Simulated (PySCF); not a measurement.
## HgP⁺: frontier orbitals

BHandHLYP at R = 2.475 Å; basis Hg def2-SVP with ECP60, P def2-SVP; scalar-relativistic core potentials; PySCF 2.14. State: ³Σ⁻ (triplet), unpaired electrons π ↑↑. Only the outer orbitals are listed, counted within each symmetry, core potentials removing the inner ones.

```tsv
spin	orbital	occ.	ε (eV)	on Hg (%)	main shells (%)
α	3π	1	-21.47	99	99 Hg d
α	3π	1	-21.47	99	99 Hg d
α	7σ	1	-21.24	86	86 Hg d, 11 P s
α	1δ	1	-21.09	100	100 Hg d
α	1δ	1	-21.09	100	100 Hg d
α	8σ	1	-15.75	60	58 Hg s, 35 P p
α	4π	1	-14.55	4	96 P p
α	4π	1	-14.55	4	96 P p
α	9σ	0	-8.92	54	46 P p, 37 Hg s, 15 Hg p
α	5π	0	-4.80	97	97 Hg p
α	5π	0	-4.80	97	97 Hg p
β	6σ	1	-23.21	48	49 P s, 43 Hg d
β	3π	1	-21.38	100	100 Hg d
β	3π	1	-21.38	100	100 Hg d
β	1δ	1	-21.10	100	100 Hg d
β	1δ	1	-21.10	100	100 Hg d
β	7σ	1	-20.47	60	55 Hg d, 40 P s
β	8σ	1	-15.34	66	66 Hg s, 25 P p, 8 P s
β	9σ	0	-8.50	47	53 P p, 25 Hg s, 21 Hg p
β	4π	0	-8.07	15	84 P p, 14 Hg p
β	4π	0	-8.07	15	84 P p, 14 Hg p
```

Problem. Which are the highest filled and the lowest empty level, where do they sit, and how wide is the gap?

Solution. Highest filled α 4π at -14.55 eV (in %: 96 P p); lowest empty α 9σ at -8.92 eV (in %: 46 P p, 37 Hg s, 15 Hg p); the gap at BHandHLYP is 5.63 eV.

- bond order (Mayer): 1.04
- ⟨S²⟩: 2.019
- charge on Hg (Mulliken, basis-dependent): 0.61
- charge on Hg (Löwdin, basis-dependent): 0.50
- dipole moment (positive dipole points towards P; it is taken about the centre of mass and depends on that origin): 1.80 D

Spin–orbit coupling is left out. The state is the lowest determinant that a PBE0 search found; another state may lie lower at other levels.
